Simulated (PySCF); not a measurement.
## Core-level binding energies of `N#C[C@]1(F)CCS1`

Compound: C₄H₄FNS.
Structure used (GFN2-xTB), in Å, numbered top down from 1:
```xyz
11
C4H4FNS angstrom
N      2.319    1.222   -1.415
C      1.717    0.670   -0.616
C      0.886    0.013    0.364
F      1.643   -0.736    1.222
C     -0.317   -0.751   -0.212
C     -1.387    0.259    0.205
S     -0.209    1.242    1.217
H     -0.417   -1.705    0.305
H     -0.251   -0.931   -1.285
H     -2.203   -0.140    0.802
H     -1.777    0.859   -0.613
```

Method used: delta-SCF UKS SCAN, pcX-2 on the ionised atom, pcseg-1 elsewhere, spin-free X2C in PySCF 2.14.0. Vertical ΔSCF values, vacuum level as zero.

Question: What binding energy does each computed site have?

Answer: 
```
atom(s)                 environment  level  binding energy (eV)  above the level's lowest (eV)  count
     N1            nitrile nitrogen   N 1s               405.40                           0.00      1
     C2              nitrile carbon   C 1s               292.54                          +0.50      1
     C3              sp3 C–F carbon   C 1s               295.02                          +2.98      1
     F4              alkyl fluorine   F 1s               693.15                           0.00      1
     C5   four-membered-ring carbon   C 1s               292.04                           0.00      1
     C6  sp3 carbon bound to sulfur   C 1s               292.04                           0.00      1
     S7              sulfide sulfur   S 1s              2477.67                           0.00      1
```

The listed C 1s values span 2.98 eV, from C5 (bonded to 2 C and 2 H) to C3 (bonded to F, S and 2 C). The widest gap between neighbouring values is 2.48 eV, between 292.54 and 295.02 eV. The values 292.04 and 292.04 eV lie too close for their order to be trusted.

Question: Which effective nuclear charge Zeff reproduces each element's mean 1s value in the hydrogen-like formula E = 13.606 eV × Zeff²?

Answer: C (Z = 6): mean 292.9 eV, Zeff = 4.64, Z − Zeff = 1.36; N (Z = 7): mean 405.4 eV, Zeff = 5.46, Z − Zeff = 1.54; F (Z = 9): mean 693.1 eV, Zeff = 7.14, Z − Zeff = 1.86; S (Z = 16): mean 2477.7 eV, Zeff = 13.49, Z − Zeff = 2.51. Means run over the listed sites, weighted by atom count.

Not every level is listed. The structure is a single GFN2-xTB conformer in the gas phase; no vibrational or solvent corrections.

Time: 68 s; peak memory 0.61 GiB. Hardware: one thread, Arm Neoverse V2 (aarch64) (shared host).
